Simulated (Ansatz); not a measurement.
Energy profile

The step: AlH₃O₃ ([OH][Al]([OH])[OH]) + H₂ → AlH₃O₂ ([OH][AlH][OH]) + H₂O (still joined by a long Al–O bond); bonds formed: Al1–H6, O2–H5; bonds broken: H5–H6; bonds weakened to dative contacts: Al1–O2 (atoms numbered as in the saddle structure below).

| atom | x (Å) | y (Å) | z (Å) |
| --- | --- | --- | --- |
| Al1 | 0.0006 | -0.0784 | 0.2350 |
| O2 | 0.7613 | 0.8759 | -1.1384 |
| O3 | 1.0028 | -0.4798 | 1.5365 |
| O4 | -1.1793 | -1.0831 | -0.4615 |
| H5 | 0.0335 | 1.5715 | -0.4440 |
| H6 | -0.5484 | 1.5753 | 0.4610 |
| H7 | 0.4213 | 0.7278 | -2.0272 |
| H8 | 1.1940 | -1.3661 | 1.8330 |
| H9 | -1.6858 | -1.7430 | 0.0054 |

Electronic energies by CCSD(T) at an estimated basis limit (MP2 extrapolated from triple and quadruple zeta, plus CCSD(T) − MP2 in triple zeta), on PBE0-D4/def2-TZVP structures; AlH5O3, closed shell; no counterpoise correction. Computed with Ansatz 0.2.0 (basis: def2-TZVPP and def2-QZVPP); correlated methods freeze the cores. Extrapolation: Hartree–Fock as exp(−7.88 √X), correlation as X^−2.97.

Question: Give the profile in kcal/mol, counted from the separated reactants. (An estimate is asked for; the value comes from the calculation.)

Answer: By the calculation:
| point | kcal/mol |
| --- | --- |
| separated: AlH3O3 (linked as [OH][Al]([OH])[OH]; Al1, O2, O3, O4, H7, H8, H9; singlet) + H2 (H5, H6; singlet) | 0.00 |
| start structure | -1.57 |
| saddle | 24.34 |
| end structure | 5.44 |
| separated: AlH3O2 (linked as [OH][AlH][OH]; Al1, O3, O4, H6, H8, H9; singlet) + H2O (O2, H5, H7; singlet) | 25.77 |

No T1 diagnostic of these runs exceeds 0.013.

For scale, one of the runs: CCSD(T)/def2-TZVPP, 205 basis functions, launched by `ansatz run in.yaml --threads 4 --pin off --events-out ev --progress --plain --max-ram 9574MiB`. The run took 54 s on 4 CPU threads of an Arm Neoverse V1 (shared host), with 2.7 GiB of host memory at its peak.
